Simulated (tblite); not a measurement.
Species: C8H5F3N2S.
Bonds: C1–C2, C2–C3 (aromatic), C3–C4 (aromatic), C4–C5 (aromatic), C5–C6, C6–F7, C6–F8, C6–F9, C5–C10 (aromatic), C10–N11 (aromatic), N11–S12 (aromatic), S12–N13 (aromatic), N13–C14 (aromatic), C2–C14 (aromatic), C10–C14 (aromatic). Hydrogens: H15, H16, H17 on C1; H18 on C3; H19 on C4.

The geometry is computed with GFN2-xTB (gas phase).

Task: List the bond lengths, angles and torsions at this level.

Result: 
```json
{"bond": "C1–C2", "length (Å)": "1.493", "order": "single"}
{"bond": "C2–C3", "length (Å)": "1.374", "order": "aromatic"}
{"bond": "C3–C4", "length (Å)": "1.405", "order": "aromatic"}
{"bond": "C4–C5", "length (Å)": "1.373", "order": "aromatic"}
{"bond": "C5–C6", "length (Å)": "1.498", "order": "single"}
{"bond": "C6–F7, C6–F8, C6–F9", "length (Å)": "1.344", "order": "single"}
{"bond": "C5–C10", "length (Å)": "1.408", "order": "aromatic"}
{"bond": "C10–N11", "length (Å)": "1.332", "order": "aromatic"}
{"bond": "N11–S12", "length (Å)": "1.602", "order": "aromatic"}
{"bond": "S12–N13", "length (Å)": "1.602", "order": "aromatic"}
{"bond": "N13–C14", "length (Å)": "1.335", "order": "aromatic"}
{"bond": "C2–C14", "length (Å)": "1.411", "order": "aromatic"}
{"bond": "C10–C14", "length (Å)": "1.439", "order": "aromatic"}
{"bond": "C1–H15, C1–H16, C1–H17", "length (Å)": "1.088", "order": "single"}
{"bond": "C3–H18", "length (Å)": "1.080", "order": "single"}
{"bond": "C4–H19", "length (Å)": "1.079", "order": "single"}
```

Bonds in one row agree within 0.01 Å and their mean is given. Orders are formal, as drawn. A selection of angles:
```json
{"angle": "C1–C2–C3", "degrees": "122.8"}
{"angle": "C1–C2–C14", "degrees": "120.5"}
{"angle": "C3–C2–C14", "degrees": "116.8"}
{"angle": "C2–C3–C4", "degrees": "122.7"}
{"angle": "C3–C4–C5", "degrees": "121.5"}
{"angle": "C4–C5–C6", "degrees": "122.6"}
{"angle": "C4–C5–C10", "degrees": "118.3"}
{"angle": "C6–C5–C10", "degrees": "119.2"}
{"angle": "C5–C6–F7", "degrees": "112.5"}
{"angle": "F7–C6–F8", "degrees": "106.1"}
{"angle": "C5–C10–N11", "degrees": "128.2"}
{"angle": "C5–C10–C14", "degrees": "119.6"}
{"angle": "N11–C10–C14", "degrees": "112.2"}
{"angle": "C10–N11–S12", "degrees": "108.6"}
{"angle": "N11–S12–N13", "degrees": "98.8"}
{"angle": "S12–N13–C14", "degrees": "108.8"}
{"angle": "C2–C14–N13", "degrees": "127.3"}
{"angle": "C2–C14–C10", "degrees": "121.1"}
{"angle": "C10–C14–N13", "degrees": "111.6"}
```

Dihedral angles: C4–C5–C6–F7 -120° (anticlinal).

N13 (pyridine-type nitrogen) is bent (angle 108.8°). The C–C distances run from 1.373 Å (C4–C5, aromatic) to 1.498 Å (C5–C6, drawn single), a spread of 0.125 Å. S12 (ring sulfur) is bent (angle 98.8°). Of the pairs four or more bonds apart, F8···H19 is among the closest relative to their van der Waals radii: 2.41 Å, 90 % of the sum of Bondi's values. The 5-membered ring C10–N11–S12–N13–C14 has internal angles of 98.8° to 112.2°; it is planar, 0.00 Å rms from its mean plane, widest ring torsion 0°. All 3 C–F bonds measure 1.343 to 1.344 Å. The 6-membered ring C2–C3–C4–C5–C10–C14 has internal angles of 116.8° to 122.7°; it is planar, 0.00 Å rms from its mean plane, widest ring torsion 0°.

Point group: Cs (tolerance 0.08 Å). GFN2-xTB frequencies show an imaginary mode (64i cm⁻¹), so the point is no minimum at that level.

The run took 0.31 s wall on an Arm Neoverse V1 with one thread, no GPU, shared host with 32 logical CPUs at a one-minute load of 4.1. These figures are those of the optimisation.
